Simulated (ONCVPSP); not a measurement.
## An all-electron radial function and its pseudo partner (Si (Z = 14))

Columns: radius, all-electron u(r) and pseudo u(r) of the 2p shell (level -105.08 eV) of silicon in the configuration [He] 2s2 2p6 3s2 3p1; PBE, scalar-relativistic, ONCV scheme, ONCVPSP 4.0.1.

```tsv
r (bohr)	all-electron	pseudo
0.055	0.1818	0.0885
0.110	0.5070	0.3253
0.165	0.8135	0.6432
0.220	1.0476	0.9582
0.275	1.2020	1.2020
0.330	1.2850	1.3425
0.385	1.3108	1.3830
0.440	1.2941	1.3505
0.495	1.2474	1.2782
0.550	1.1811	1.1924
0.605	1.1031	1.1054
0.660	1.0192	1.0192
0.715	0.9334	0.9332
0.770	0.8488	0.8486
0.825	0.7673	0.7672
0.880	0.6902	0.6901
0.935	0.6183	0.6182
0.990	0.5519	0.5518
1.045	0.4910	0.4909
1.100	0.4357	0.4357
1.155	0.3858	0.3857
1.210	0.3408	0.3408
1.265	0.3006	0.3006
1.320	0.2649	0.2648
1.375	0.2330	0.2330
1.430	0.2049	0.2048
```

How many radial nodes do the two functions have?

The all-electron 2p function has n − l − 1 = 0; the pseudo-wave has 0.

At about which radius was the pseudo-wave matched?

0.75 bohr. The columns agree to 0.0005 from 0.66 bohr on; several derivatives are matched, so the curves merge somewhat inside the radius.

Is the pseudo-wave norm-conserving?

Yes: the ONCV scheme keeps the norm inside the radius equal to the all-electron one, which fixes the energy derivative of the logarithmic derivative at the level.
